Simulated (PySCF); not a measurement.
# `N#C[C@H]1C[C@H](F)C[C@H]1F`, C$_{6}$H$_{7}$F$_{2}$N

Geometry:
```tsv
atom	x (Å)	y (Å)	z (Å)
N1	3.057	-0.905	-1.374
C2	2.132	-0.690	-0.739
C3	0.970	-0.407	0.066
C4	0.572	1.076	0.058
C5	-0.851	1.053	0.612
F6	-0.801	1.110	1.993
C7	-1.454	-0.294	0.186
C8	-0.309	-1.104	-0.432
F9	-0.386	-1.020	-1.805
H10	1.166	-0.736	1.093
H11	1.229	1.692	0.670
H12	0.568	1.456	-0.964
H13	-1.448	1.917	0.305
H14	-1.863	-0.800	1.060
H15	-2.248	-0.166	-0.547
H16	-0.341	-2.172	-0.195
```

Method used: PySCF 2.14.0, TDDFT B3LYP/def2-SVPD circular dichroism and optical rotation, one conformer, gas phase. Geometry: GFN2-xTB.

States above about 9.1 eV lie in this functional's continuum (it starts at minus the energy of the highest occupied orbital, well below the true ionisation energy for most functionals) and depend on the basis.

Stereocentres: C3 R, C5 S, C8 R.

**Question.** Give the optical rotatory dispersion at 633, 589.3, 546, 436, 405, 365, 355 nm.

**Answer.** [α] in deg dm⁻¹ (g/mL)⁻¹:
```tsv
λ (nm)	origin-invariant length gauge	modified velocity gauge	length gauge (centre of mass)	isotropic polarisability (au)
633	-24.7	-29.6	-24.8	73.2
589.3	-28.9	-34.5	-28.9	73.4
546	-34.0	-40.7	-34.1	73.6
436	-56.3	-67.0	-56.4	74.7
405	-66.8	-79.5	-66.9	75.2
365	-85.8	-101.7	-85.9	76.0
355	-91.9	-108.8	-92.0	76.2
```

**Question.** And for the mirror image at 589.3 nm?

**Answer.** +28.9 deg dm⁻¹ (g/mL)⁻¹ (origin-invariant length gauge): the same size and the opposite sign.

**Question.** What is the molar rotation [Φ] = [α]·M/100 of the geometry above at 589.3 nm?

**Answer.** With M = 131.13 g/mol, -37.8 deg cm² dmol⁻¹ (origin-invariant length gauge).

The first excitation lies at 7.75 eV (160 nm) with R = +2.5 × 10⁻⁴⁰ esu² cm² (velocity form).
